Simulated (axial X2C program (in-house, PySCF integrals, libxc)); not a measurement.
## RhC along the bond: PBE0, scalar-relativistic

All values were computed with an axial X2C code built on PySCF integrals. Spin-free means the one-electron spin-free X2C Hamiltonian. Basis: Rh dyall-cv3z [12s12p8d5f3g], C dyall-v3z [7s6p2d1f] (cores contracted in-house); Gaussian nuclei, density fitting, unrestricted open shells. Masses: Rh 102.906 u, C 12.000 u.

State: M_S = 1/2, Λ = 0 (beyond evenly filled blocks: σα). Dipoles are positive if C is the positive end.

Results along the bond:

```tsv
R (Å)	μ (D)	HOMO (eV)	LUMO (eV)	⟨S²⟩
1.384	-0.648	-5.06	-2.59	0.752
1.448	-0.971	-5.14	-2.68	0.752
1.496	-1.209	-5.19	-2.74	0.752
1.543	-1.440	-5.25	-2.78	0.753
1.591	-1.661	-5.29	-2.82	0.753
1.647	-1.897	-5.35	-2.85	0.753
1.702	-2.105	-5.40	-2.87	0.754
1.774	-2.323	-5.46	-2.89	0.755
1.861	-2.536	-5.54	-2.90	0.774
1.989	-2.659	-5.65	-2.90	0.756
```

The state is one determinant whose occupation by symmetry is held fixed; it was picked as the lowest of a PBE0 search that is not exhaustive.
